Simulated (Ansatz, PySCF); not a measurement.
This PySCF input computes a r2SCAN/def2-TZVPD energy:

```python
from pyscf import gto, scf, dft

mol = gto.M(
    atom='''
    Se   -0.00000000   -0.00000000   -0.04223725
    H     0.00000000    0.00000000    1.43606650
    ''',
    basis='def2-tzvpd',
    charge=-1,
    spin=0,
    verbose=4,
)

mf = dft.RKS(mol, xc='r2scan').density_fit(auxbasis='def2-universal-jkfit')
mf.grids.level = 4
mf.conv_tol = 1e-9
mf.max_cycle = 100
mf.max_memory = 1500
mf.kernel()
if not mf.converged:
    mf = mf.newton()
    mf.kernel(mf.make_rdm1())
mf.analyze()
```

Q: Write an input for the same energy in Ansatz (a first-principles code) and say what it gives.

A: 
Ansatz 0.2 input:
```yaml
crystal:
  periodic: [false, false, false]
  atoms:
    - {symbol: Se, position_ang: [-0.00000000, -0.00000000, -0.04223725]}
    - {symbol: H, position_ang: [0.00000000, 0.00000000, 1.43606650]}
basis:
  gaussian:
    orbitals: def2-TZVPD
hamiltonian:
  xc: {name: r2SCAN}
total_charge: -1
output: {forces: true}
```
It gives -2402.18527 Eh, and PySCF -2402.18595 Eh, a difference of 0.68 mEh. That is more than fitting and grids explain: the two runs ended on different electronic states or use different definitions.
